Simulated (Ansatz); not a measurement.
Molecule: LaBr₂, net charge 0, doublet state. The spin state was set by rule; other spins were not relaxed. SMILES: [Br][La][Br]
Geometry: optimised at B3LYP-D3(BJ)/def2-TZVP (Ansatz, a quantum-chemistry and plane-wave program).

Quantity: atomisation energy (electronic, to ground-state atoms), in kcal/mol. Cores are frozen in the correlated levels unless marked. UHF or UKS for open shells. Spin-orbit coupling is left out. The frozen core is the preceding noble-gas configuration, with the filled d and f shells of earlier blocks. In def2 rows, elements after Kr have scalar-relativistic effective core potentials. 

| level | program | atomisation energy (kcal/mol) |
|---|---|---|
| RI-HF/def2-QZVPP | Ansatz | 174.2 |
| BLYP/def2-TZVPD | Ansatz | 205.0 |
| revPBE/def2-TZVPD | Ansatz | 206.7 |
| PBE0-D3(BJ)/def2-TZVP | Ansatz + dftd3 | 216.7 |
| PBE0-D4/def2-TZVP | Ansatz + dftd4 | 216.4 |
| PBE0-D4/def2-TZVPD | Ansatz + dftd4 | 216.4 |
| BHLYP-D4/def2-TZVPD | Ansatz + dftd4 | 210.5 |
| BHLYP/def2-TZVPD | Ansatz | 204.9 |
| r2SCANh/def2-TZVPD | Ansatz | 216.1 |
| r2SCAN0-D4/def2-TZVPD | Ansatz + dftd4 | 214.7 |
| HSE06-D3(BJ)/def2-TZVPD | Ansatz + dftd3 | 216.9 |
| CAM-B3LYP/def2-TZVPD | Ansatz | 209.9 |
| LC-wPBE-D3(BJ)/def2-TZVPD | Ansatz + dftd3 | 218.1 |
| wB97M-V/def2-TZVPD | Ansatz | 211.9 |
| B2PLYP-D4/def2-TZVPD | Ansatz + dftd4 | 212.3 |
| RPA@PBE/def2-TZVPP | Ansatz | 188.9 |
| RPA@PBE/def2-QZVPP | Ansatz | 192.1 |
| RI-MP2/def2-QZVPP | Ansatz | 223.1 |
| CCSD(T)/def2-SVPD | Ansatz | 202.5 |
| CCSD(T)/def2-TZVPPD | Ansatz | 209.2 |
